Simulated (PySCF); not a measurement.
Field gradients from PBE0/pcSseg-1 densities (PySCF, non-relativistic) at GFN2-xTB geometries, isolated species, one conformer each; χzz is the principal value of largest magnitude, with Q(14N) = 0.02044 b, Q(17O) = −0.0256 b. GFN2-xTB bond lengths can be off by several hundredths of an ångström, more for odd bonds, and the gradients follow them. The basis is small and wasn't made for field gradients, so the couplings can be 20 % off.

Problem. These 14N couplings (χzz in MHz, η) are listed in rising order: (-5.347, 0.35); (-5.129, 0.43); (-4.536, 0.01); (-4.337, 0.37). Assign them to: N6 (pyridine-type nitrogen) in `[N:1]#[C:2][c:3]1[nH:4][cH:5][n:6][c:7]1[Cl:8]`; N6 (pyridine-type nitrogen) in `[SiH3:1][n:2]1[cH:3][p:4][cH:5][n:6]1`; the silicon-bound nitrogen of `CC#CC[C@H](F)[SiH2]N(C)C`; the silicon-bound nitrogen of `N[Si@H](O[SiH2]C[SiH3])[SiH2][SiH3]`.

Solution. -5.347 MHz, η 0.35: the silicon-bound nitrogen of `CC#CC[C@H](F)[SiH2]N(C)C`; -5.129 MHz, η 0.43: N6 (pyridine-type nitrogen) in `[SiH3:1][n:2]1[cH:3][p:4][cH:5][n:6]1`; -4.536 MHz, η 0.01: N6 (pyridine-type nitrogen) in `[N:1]#[C:2][c:3]1[nH:4][cH:5][n:6][c:7]1[Cl:8]`; -4.337 MHz, η 0.37: the silicon-bound nitrogen of `N[Si@H](O[SiH2]C[SiH3])[SiH2][SiH3]`.

Problem. Rank these 17O sites by the size of the quadrupole coupling, smallest first.
A. O7 (silyl ether oxygen) in `[CH3:1][SiH2:2][O:3][C@H:4]([CH2:5][Cl:6])[O:7][SiH3:8]`
B. The siloxane oxygen of `N[Si@H](O[SiH2]C[SiH3])[SiH2][SiH3]`
C. The furan-type oxygen of `[SiH3]C[SiH2]CCc1ncco1`
D. The siloxane oxygen of `N#CC1=C[Si@@H](O[SiH3])C=C1`
E. The sulfonyl oxygen of `C=CS(=O)(=O)Cl`

Solution. B (6.428 MHz), D (6.933 MHz), E (7.761 MHz), C (8.316 MHz), A (9.966 MHz).

All sites together:

```
nucleus                                                                                site  Vzz (au)     η  χzz (MHz)
    14N       N6 (pyridine-type nitrogen) in [N:1]#[C:2][c:3]1[nH:4][cH:5][n:6][c:7]1[Cl:8]    -0.944  0.01     -4.536
    14N                N6 (pyridine-type nitrogen) in [SiH3:1][n:2]1[cH:3][p:4][cH:5][n:6]1    -1.068  0.43     -5.129
    14N                              the silicon-bound nitrogen of CC#CC[C@H](F)[SiH2]N(C)C    -1.113  0.35     -5.347
    14N                   the silicon-bound nitrogen of N[Si@H](O[SiH2]C[SiH3])[SiH2][SiH3]    -0.903  0.37     -4.337
    17O                                  the siloxane oxygen of N#CC1=C[Si@@H](O[SiH3])C=C1     1.153  0.05     -6.933
    17O                                               the sulfonyl oxygen of C=CS(=O)(=O)Cl     1.290  0.19     -7.761
    17O                                     the furan-type oxygen of [SiH3]C[SiH2]CCc1ncco1     1.383  0.03     -8.316
    17O  O7 (silyl ether oxygen) in [CH3:1][SiH2:2][O:3][C@H:4]([CH2:5][Cl:6])[O:7][SiH3:8]     1.657  0.40     -9.966
    17O                          the siloxane oxygen of N[Si@H](O[SiH2]C[SiH3])[SiH2][SiH3]     1.069  0.23     -6.428
```
